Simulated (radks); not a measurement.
Q: Radial electron density D(r) = 4 pi r^2 rho(r) of an atom or ion with 39 electrons. All-electron calculation, Dirac Kohn-Sham, PBE, spin-unpolarised, spherical densities, finite nucleus; Fermi nuclear charge, rms radius of each element as measured or else 0.836 A^(1/3) + 0.57 fm. Program: a radial shooting solver on a logarithmic mesh with Libxc functionals.

```
   r/bohr * D(r) (the largest magnitude, 67.4, reaches the edge; | marks zero)
 0.001547 | *
 0.002048 |  *
 0.002688 |   *
 0.003556 |      *
 0.004705 |         *
 0.006225 |              *
 0.008237 |                     *
  0.01081 |                            *
  0.01431 |                                    *
  0.01893 |                                          *
  0.02504 |                                            *
  0.03314 |                                         *
  0.04349 |                                      *
  0.05755 |                                       *
  0.07614 |                                               *
   0.1007 |                                                      *
   0.1322 |                                                  *
    0.175 |                                      *
   0.2315 |                                  *
   0.3063 |                                         *
   0.4053 |                                    *
    0.532 |                    *
   0.7039 |          *
   0.9314 |         *
    1.232 |       *
     1.63 |  *
     2.14 |*
    2.832 *
    3.747 *
    4.957 *
    6.559 *
```

What is the nuclear charge?

A: Z = 43. The innermost maximum, from 1s, lies near gamma/Z bohr with gamma = sqrt(1 - (Z/c)^2) = 0.949, here 0.0221 bohr (found: 0.0241), and its height grows with Z. The density is that of the technetium ion Tc4+ in [Kr] 4d(3/2: 2, 5/2: 0) 5s1; the configuration itself is not fixed sharply by these data, and Z only to a few units. D(r) has 4 maxima, at r = 0.0241, 0.107, 0.329, 0.888 bohr, and minima at 0.0483, 0.212, 0.826 bohr, inside which lie 2.05, 11.08, 29.58 electrons.
